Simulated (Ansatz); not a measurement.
Ansatz (a quantum-chemistry and plane-wave program) input:

Ansatz 0.2 input:
```yaml
crystal:
  periodic: [false, false, false]
  atoms:
    - {symbol: Nb, position_ang: [-0.09995977, 0.06261647, 0.10353351]}
    - {symbol: O, position_ang: [-1.17546047, -1.25676032, -0.34728784]}
    - {symbol: O, position_ang: [-0.21364113, 1.40606345, -1.02912861]}
    - {symbol: F, position_ang: [1.69012927, -0.41796668, 0.75182862]}
basis:
  gaussian:
    orbitals: def2-TZVPD
hamiltonian:
  xc: {name: r2SCANh}
total_charge: -1
magnetization: {spin_polarized: true, initial_magnetization: 1}
output: {forces: true}
```

Q: Which total energy does the run end on?

A: -307.50063 Eh (r2SCANh/def2-TZVPD). The basis has 160 functions.

The spin state was set by rule; other spins were not relaxed.
